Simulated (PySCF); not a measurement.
Species: tert-butylmalononitrile, C7H10N2.
Atom-mapped SMILES: `[CH3:1][C:2]([CH3:3])([CH3:4])[CH:5]([C:6]#[N:7])[C:8]#[N:9]` (hydrogens: H10, H11, H12 on C1; H13, H14, H15 on C3; H16, H17, H18 on C4; H19 on C5)

The same species was optimised twice, with GFN2-xTB and with PBE0-D3(BJ)/def2-SVP (PySCF), and the same property calculations (PySCF, gas phase) were run on both structures.

```json
{"coordinate": "C5–C8 (Å)", "GFN2-xTB": "1.448", "PBE0-D3(BJ)/def2-SVP": "1.466", "change": "+0.018"}
{"coordinate": "C5–C6 (Å)", "GFN2-xTB": "1.448", "PBE0-D3(BJ)/def2-SVP": "1.466", "change": "+0.018"}
{"coordinate": "C8≡N9 (Å)", "GFN2-xTB": "1.142", "PBE0-D3(BJ)/def2-SVP": "1.156", "change": "+0.014"}
{"coordinate": "C6≡N7 (Å)", "GFN2-xTB": "1.142", "PBE0-D3(BJ)/def2-SVP": "1.156", "change": "+0.014"}
{"coordinate": "C2–C5 (Å)", "GFN2-xTB": "1.559", "PBE0-D3(BJ)/def2-SVP": "1.568", "change": "+0.009"}
{"coordinate": "C1–C2 (Å)", "GFN2-xTB": "1.529", "PBE0-D3(BJ)/def2-SVP": "1.527", "change": "-0.002"}
{"coordinate": "C2–C4 (Å)", "GFN2-xTB": "1.529", "PBE0-D3(BJ)/def2-SVP": "1.528", "change": "-0.001"}
{"coordinate": "C2–C3 (Å)", "GFN2-xTB": "1.529", "PBE0-D3(BJ)/def2-SVP": "1.529", "change": "0.000"}
{"coordinate": "C6–C5–C8 (°)", "GFN2-xTB": "108.0", "PBE0-D3(BJ)/def2-SVP": "110.0", "change": "+2.0"}
{"coordinate": "C5–C6–N7 (°)", "GFN2-xTB": "179.6", "PBE0-D3(BJ)/def2-SVP": "178.2", "change": "-1.4"}
{"coordinate": "C5–C8–N9 (°)", "GFN2-xTB": "179.5", "PBE0-D3(BJ)/def2-SVP": "178.3", "change": "-1.2"}
{"coordinate": "C2–C5–C8 (°)", "GFN2-xTB": "111.5", "PBE0-D3(BJ)/def2-SVP": "112.4", "change": "+0.9"}
{"coordinate": "C2–C5–C6 (°)", "GFN2-xTB": "111.5", "PBE0-D3(BJ)/def2-SVP": "112.3", "change": "+0.8"}
{"coordinate": "C4–C2–C5 (°)", "GFN2-xTB": "108.5", "PBE0-D3(BJ)/def2-SVP": "108.0", "change": "-0.5"}
{"coordinate": "C3–C2–C5 (°)", "GFN2-xTB": "108.5", "PBE0-D3(BJ)/def2-SVP": "108.0", "change": "-0.5"}
{"coordinate": "C1–C2–C5 (°)", "GFN2-xTB": "109.2", "PBE0-D3(BJ)/def2-SVP": "109.7", "change": "+0.5"}
{"coordinate": "C1–C2–C5–C6 (°)", "GFN2-xTB": "60", "PBE0-D3(BJ)/def2-SVP": "62", "change": "+2"}
```

Rotational constants: A = 1875, B = 1662, C = 1106 MHz (GFN2-xTB) against A = 1805, B = 1655, C = 1080 MHz (PBE0-D3(BJ)/def2-SVP). Point groups within 0.08 Å: Cs and Cs. Atoms that the bonding makes alike are paired by their places after alignment.

On the GFN2-xTB structure: HOMO (eV) -9.63 [PBE0/pcSseg-1]; LUMO (eV) -0.22 [PBE0/pcSseg-1]; dipole (D) 4.75 [PBE0/pcSseg-1]; GIAO shielding of C1/C3/C4 (mean) (ppm) 158.4 [PBE0/pcSseg-1]; GIAO shielding of C2 (ppm) 148.2 [PBE0/pcSseg-1]; GIAO shielding of C5 (ppm) 153.6 [PBE0/pcSseg-1]; GIAO shielding of C6/C8 (mean) (ppm) 68.1 [PBE0/pcSseg-1]; GIAO shielding of N7/N9 (mean) (ppm) -42.3 [PBE0/pcSseg-1].

Task: What do these properties become on the PBE0-D3(BJ)/def2-SVP structure?

Result: 
| property | level | on GFN2-xTB | on PBE0-D3(BJ)/def2-SVP | change |
| --- | --- | --- | --- | --- |
| HOMO (eV) | PBE0/pcSseg-1 | -9.63 | -9.58 | +0.05 |
| LUMO (eV) | PBE0/pcSseg-1 | -0.22 | -0.34 | -0.12 |
| dipole (D) | PBE0/pcSseg-1 | 4.75 | 4.69 | -0.06 |
| energy, GFN2-xTB geometry as zero (kcal/mol) | PBE0/pcSseg-1 | 0.0 | -1.0 | -1.0 |
| GIAO shielding of C1/C3/C4 (mean) (ppm) | PBE0/pcSseg-1 | 158.4 | 156.2 | -2.2 |
| GIAO shielding of C2 (ppm) | PBE0/pcSseg-1 | 148.2 | 146.8 | -1.4 |
| GIAO shielding of C5 (ppm) | PBE0/pcSseg-1 | 153.6 | 149.0 | -4.6 |
| GIAO shielding of C6/C8 (mean) (ppm) | PBE0/pcSseg-1 | 68.1 | 65.8 | -2.3 |
| GIAO shielding of N7/N9 (mean) (ppm) | PBE0/pcSseg-1 | -42.3 | -49.4 | -7.1 |

The heavy atoms differ by 0.043 Å rms after alignment (one structure mirrored). Among bonds between heavy atoms C5–C6 and C5–C8 change most and about equally (+0.018 Å). Changes are differences of the printed values. Neither structure is proved a minimum here.

The values belong to the conformer `[CH3:1][C:2]([CH3:3])([CH3:4])[CH:5]([C:6]#[N:7])[C:8]#[N:9]`: C1–C2–C5–C6 62°.
